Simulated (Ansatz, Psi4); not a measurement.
Psi4 was given this input:
```
memory 2 GB

molecule mol {
-1 2
Cl    1.067900    0.000000    0.000000
Br   -1.067900    0.000000    0.000000
}

set {
  basis def2-svpd
  reference uks
  scf_type pk
  puream true
  d_convergence 1e-8
  dft_radial_points 99
  dft_spherical_points 590
}

energy('wb97m-v')
print_variables()
```

Task: Write the same job for Ansatz (an electronic-structure program).

Result: One answer among several that fit: 
Ansatz 0.2 input:
```yaml
crystal:
  periodic: [false, false, false]
  atoms:
    - {symbol: Cl, position_ang: [1.06790000, 0.00000000, 0.00000000]}
    - {symbol: Br, position_ang: [-1.06790000, 0.00000000, 0.00000000]}
basis:
  gaussian:
    orbitals: def2-SVPD
hamiltonian:
  xc: {name: wB97M-V}
total_charge: -1
magnetization: {spin_polarized: true, initial_magnetization: 1}
accuracy: high
```

Both were run: Psi4 gave -3033.763080 Eh and Ansatz -3033.763074 Eh, 0.006 mEh apart.
